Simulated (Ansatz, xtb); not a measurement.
A geometry optimisation of H4NSiSn with r2SCAN-D4/def2-SVP

The starting geometry of this gas-phase doublet was built from a drawn formula by distance geometry and a force field; its bonds are those of `[NH]1[SiH][SnH2]1`.

```xyz
7

N    -0.0780    2.2620   -0.3645
Si   -1.6792    1.8833   -1.0878
Sn   -0.2996    0.2044    0.1525
H    -0.2369    2.7922    0.4847
H    -1.4977    1.6186   -2.5417
H    -0.4951    0.1198    1.8987
H     0.8292   -0.7696   -0.7431
```

Task: Where would you expect an optimisation with r2SCAN-D4/def2-SVP to take it?

Result: It keeps its bonds, and is `[NH]1[SiH][SnH2]1`.

The energy falls by 0.60 eV over 15 steps:

```
step  E − E(last) (eV)
   1             0.602
   3             0.266
   4             0.212
   6             0.102
   7             0.098
   9             0.017
  10             0.007
  12             0.001
  13             0.000
  15             0.000
```

Final geometry (Å):

```xyz
7

N    -0.4371    2.1612   -0.1216
Si   -1.7963    1.7731   -1.0810
Sn   -0.4252    0.0173    0.1676
H     0.2831    2.8807   -0.1431
H    -1.6123    2.0269   -2.5766
H    -0.6208   -0.2527    1.8569
H     1.1515   -0.4959   -0.3034
```

From the same start GFN2-xTB ends elsewhere, at `[H]/N=[SiH]\[SnH2]`.

No frequencies were run, so the end isn't proven a minimum. Open shells are spin-unrestricted. Atoms past krypton carry core potentials, without spin–orbit terms. Run with Ansatz 0.2.0, 2.5 min on 1 thread of AMD EPYC 7R43 64-Core Processor (Zen 3) (shared host).
